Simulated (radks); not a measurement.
The numbers below are computed, except where a source is named.
Spherical jellium clusters: N electrons in a uniform positive sphere of charge N and radius rs N^(1/3), rs = 2.16 bohr. Level of theory: non-relativistic Kohn-Sham, LDA (Slater exchange, Perdew-Wang correlation), spin-polarised, spherical densities (a radial shooting solver with Libxc functionals). Levels are named by radial order and angular momentum (1s, 1p, 1d, 2s, ...), and open shells are averaged over m.

N = 31, configuration 1s2 1p6 1d10 2s2 1f(up 7, down 4). This is the lowest configuration that the search found. Occupied and some empty levels:

level    occupation  eigenvalue (eV)  <r> (bohr)
1s up             1          -12.149       3.802
1s down           1          -11.994       3.733
1p up             3          -9.7220       4.758
1p down           3          -9.4801       4.720
1d up             5          -6.9752       5.447
1d down           5          -6.6922       5.439
2s up             1          -6.3718       4.781
2s down           1          -6.1948       4.823
1f up             7          -3.9705       6.090
1f down           4          -3.6807       6.112
2p up             0          -3.1903       5.997
2p down           0          -3.0332       6.051
1g up             0         -0.86289       6.946
2d up             0         -0.68950       8.585
1g down           0         -0.60438       7.051
2d down           0         -0.57931       8.830

Energy (eV): total -14.8966, kinetic 167.01, external -4484.0, Hartree 2179.4, exchange-correlation -189.63, background 2312.3.

Electron density:

r (bohr)  n(r) (e/bohr^3)
0.509             0.02853
1.36              0.02438
2.21              0.02070
3.06              0.02096
3.91              0.02402
4.76              0.02500
5.61              0.02027
6.46              0.01184
7.32             0.005108
8.17             0.001866
9.02            0.0006322
9.87            0.0002067
10.7           0.00006652
